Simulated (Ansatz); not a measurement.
PBE exchange is replaced step by step with exact exchange (0 % is PBE, 25 % PBE0; no dispersion term), basis def2-SVP, Ansatz. System: Sn₇Ge₇H₂₀, an alloyed nanocrystal cut from the lattice of tin (7 Ge, random). The state is a singlet with charge 0. Geometry: r2SCAN-D4/def2-SVP.

Geometry of the singlet:

```xyz
34

Sn    2.132   -1.536   -2.944
Sn    0.201    1.551    3.716
Sn    1.034   -2.003    1.171
Sn    1.583    1.912   -0.510
Ge   -1.192    0.908   -3.439
Ge   -2.230    0.500    0.416
Sn   -1.826   -2.855   -1.927
Sn    1.850    3.051    2.032
Ge    2.431   -0.570   -0.526
Ge   -0.408   -1.391   -3.569
Sn    1.219   -1.050    3.794
Ge   -2.188    1.511    2.634
Ge   -1.484   -1.820    0.454
Ge   -0.948    1.813   -1.190
H     2.659   -3.172   -3.016
H     3.071   -0.624   -4.062
H     0.095    2.245    5.292
H     1.525   -3.654    1.052
H     2.448    2.806   -1.706
H    -0.398    1.791   -4.424
H    -2.677    0.962   -3.856
H    -3.704    0.501   -0.063
H    -1.287   -4.487   -1.956
H    -3.486   -2.828   -2.376
H     3.491    2.981    2.544
H     1.383    4.707    2.010
H     3.926   -0.614   -0.125
H    -0.601   -1.889   -5.021
H     2.840   -1.062    4.370
H     0.290   -2.053    4.840
H    -3.163    0.736    3.545
H    -2.713    2.958    2.526
H    -2.349   -2.575    1.492
H    -1.524    3.250   -1.181
```

In the def2 sets Sn takes a core potential; there is no spin–orbit coupling. Single mean-field runs in def2-SVP are fitted with def2-universal-jkfit.

```csv
exact exchange (%),HOMO (eV),LUMO (eV),gap (eV)
5,-6.08,-1.99,4.09
10,-6.26,-1.84,4.41
15,-6.43,-1.70,4.74
25,-6.79,-1.40,5.40
35,-7.16,-1.10,6.06
50,-7.72,-0.66,7.06
```

Estimate the row for 0 %.


| exact exchange (%) | HOMO (eV) | LUMO (eV) | gap (eV) |
| --- | --- | --- | --- |
| 0 | -5.91 | -2.14 | 3.77 |
